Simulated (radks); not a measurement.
Problem. The iodine anion I-, [Xe], held by a Watson sphere: a shell of charge +1 at radius R that stands for the Madelung well of a crystal (potential energy -1/R inside, -1/r outside, in hartree with lengths in bohr). All-electron calculation, scalar-relativistic Kohn-Sham, PBE, spin-unpolarised, spherical densities, finite nucleus; Fermi nuclear charge, rms radius of each element as measured or else 0.836 A^(1/3) + 0.57 fm. Program: a radial shooting solver on a logarithmic mesh with Libxc functionals. Response by self-consistent Sternheimer equations with the Hartree and adiabatic LDA kernel, the relativistic mass of each level held fixed and spin-orbit coupling left out. The sphere does not respond.

R (bohr)  e(4d) (eV)  e(5s) (eV)  e(5p) (eV)  <r> 5p (bohr)  sum of <r^2> (bohr^2)  X-ray form factor at sin(theta)/lambda = 0.3 1/angstrom  alpha (bohr^3)
2.61         -49.493     -17.573      -7.536          2.493                  69.50                                                   36.601           37.39
2.76         -49.354     -17.373      -7.395          2.512                  70.22                                                   36.608           38.85
5.48         -47.150     -14.651      -4.835          2.678                  77.68                                                   36.656           66.35
5.97         -46.828     -14.317      -4.497          2.687                  78.18                                                   36.657           69.95

Estimate the row for R = 5 bohr.

Solution. e(4d) (eV) -47.496; e(5s) (eV) -15.019; e(5p) (eV) -5.208; <r> 5p (bohr) 2.666; sum of <r^2> (bohr^2) 77.01; X-ray form factor at sin(theta)/lambda = 0.3 1/angstrom 36.655; alpha (bohr^3) 62.29.
